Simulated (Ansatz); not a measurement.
`CC1=N[CH]1[SnH3]` + `N[SiH3]` → `[SiH3][NH][SnH3]` + `CC1=NC1` at 700 K and 1 bar (ligand exchange at the Sn–C bond).

Calculated with Ansatz (gas phase, PBE0-D4/def2-TZVP geometries, no zero-point term in ΔE). CCSD(T)/CBS adds triple-zeta CCSD(T) − MP2 to the extrapolated MP2 energy (def2 sets, frozen cores). This one scheme is used for every species. Elements past krypton have def2 core potentials. For Sn outer-core shells are correlated without core-valence functions, which leaves a few kJ/mol of doubt a bond.

```
           species  CCSD(T)/CBS energy (Eh)  H − E (kJ/mol)  S (J/(mol·K))
`CC1=N[CH]1[SnH3]`               -386.99390           304.8          500.3
         `N[SiH3]`               -346.80422           180.7          336.3
`[SiH3][NH][SnH3]`               -562.01692           236.8          478.4
         `CC1=NC1`               -171.79280           248.0          363.3
```

H − E and S are ideal-gas, rigid-rotor, harmonic terms from PBE0-D4/def2-TZVP, for one conformer and one mirror image of each species. 1 Eh = 2625.50 kJ/mol, R = 8.31446 J/(mol·K).

Q: By hand: ΔE, ΔH, ΔS and ΔG.

A: ΔE = (-562.01692) + (-171.79280) − (-386.99390) − (-346.80422) = -0.01160 Eh = -30.5 kJ/mol. Δ(H − E) = 236.8 + 248.0 − 304.8 − 180.7 = -0.7, so ΔH = -31.2 kJ/mol. ΔS = 478.4 + 363.3 − 500.3 − 336.3 = 5.1 J/(mol·K). ΔG = -31.2 − 700 × (5.1)/1000 = -34.8 kJ/mol.

Q: By hand: the equilibrium constant, and the temperature at which ΔG would vanish if ΔH and ΔS stayed fixed.

A: log₁₀ K = −ΔG/(RT ln 10) = 2.6. ΔH and −TΔS have one sign here, so there is no such temperature. One of them is within its doubt of zero, so this could turn.

The number of gas molecules stays the same, so ΔS is small and ΔH decides. A doubt of 5 kJ/mol in ΔE shifts log₁₀ K by 0.4 here. Other conformers and mirror images would add mixing entropy, several J/(mol·K) or more a flexible species. Modes under 60 cm⁻¹, often nearly free rotors, make the harmonic entropy too high. These are equilibria of isolated gas molecules and say nothing of rates. Largest T1 diagnostic: 0.013 (customary marks: 0.02 for closed shells, 0.045 for open ones).
